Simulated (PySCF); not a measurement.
A GIAO shielding run with PySCF (density fitting, non-relativistic, gas phase) on `SC[C@H]([SiH2]F)[SiH3]`, C2H9FSSi2:

```
$ OMP_NUM_THREADS=1 python probes_run.py task.json out

{"job": {"kind": "nmr", "xc": "PBE0", "basis": "pcSseg-1"}, "charge": 0, "multiplicity": 1}
F     -1.755930     0.941913     1.214454
Si    -1.230590     1.342691    -0.258449
C      0.021630    -0.007367    -0.738206
Si    -0.763761    -1.751817    -0.795936
C      1.223256    -0.021915     0.188741
S      2.203765     1.530550     0.024539
H     -2.404241     1.291133    -1.115123
H     -0.667109     2.671008    -0.099880
H      0.382411     0.217897    -1.746994
H      0.272603    -2.705915    -1.205089
H     -1.848243    -1.742274    -1.776747
H     -1.257524    -2.122283     0.528990
H      0.913576    -0.100270     1.230447
H      1.904098    -0.842837    -0.045905
H      3.001645     1.307478     1.067593
```

Hardware: 1 thread of an Arm Neoverse V1, shared host. The job also computes population analyses, field gradients.

Question: How large is the calculation?

Answer: 74 electrons, 168 basis functions and 944 auxiliary functions.

Question: How long does it take, and how much memory does it need?

Answer: 25 s of wall time, with 12 SCF cycles and 5 response iterations; peak memory 0.86 GiB. Times on a shared host scatter by some tens of per cent.
